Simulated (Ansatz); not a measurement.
Mulliken charges of CH$_{3}$FO$_{2}$Si (`O[Si@H]1O[C@H]1F`) from PBE/def2-TZVPP in Ansatz (PBE0-D4/def2-TZVP geometry).

```json
{"atom": "O1", "x (Å)": "-0.379", "y (Å)": "1.384", "z (Å)": "1.231", "charge (e)": "-0.340"}
{"atom": "Si2", "x (Å)": "0.575", "y (Å)": "0.392", "z (Å)": "0.374", "charge (e)": "0.472"}
{"atom": "O3", "x (Å)": "0.287", "y (Å)": "-1.244", "z (Å)": "0.372", "charge (e)": "-0.298"}
{"atom": "C4", "x (Å)": "-0.059", "y (Å)": "-0.705", "z (Å)": "-0.919", "charge (e)": "0.097"}
{"atom": "F5", "x (Å)": "-1.409", "y (Å)": "-0.751", "z (Å)": "-1.138", "charge (e)": "-0.183"}
{"atom": "H6", "x (Å)": "-1.327", "y (Å)": "1.230", "z (Å)": "1.200", "charge (e)": "0.207"}
{"atom": "H7", "x (Å)": "1.958", "y (Å)": "0.847", "z (Å)": "0.565", "charge (e)": "-0.051"}
{"atom": "H8", "x (Å)": "0.446", "y (Å)": "-1.210", "z (Å)": "-1.741", "charge (e)": "0.095"}
```

Problem. By hand: the dipole of these point charges (1 e Å = 4.8032 D).

Solution. Σ q r = (0.235, 0.251, -0.180) e Å, of length 0.388 e Å = 1.86 D.

Problem. How does the dipole of the full density compare? (An estimate is asked.)

Solution. Computed: (0.099, 0.258, -0.033) e Å, 1.34 D; the point charges give 1.39 times that, at 30° from its direction.

Point charges leave out the atoms' own dipoles, such as those of lone pairs, and Mulliken's split depends on the basis, so the two needn't agree.
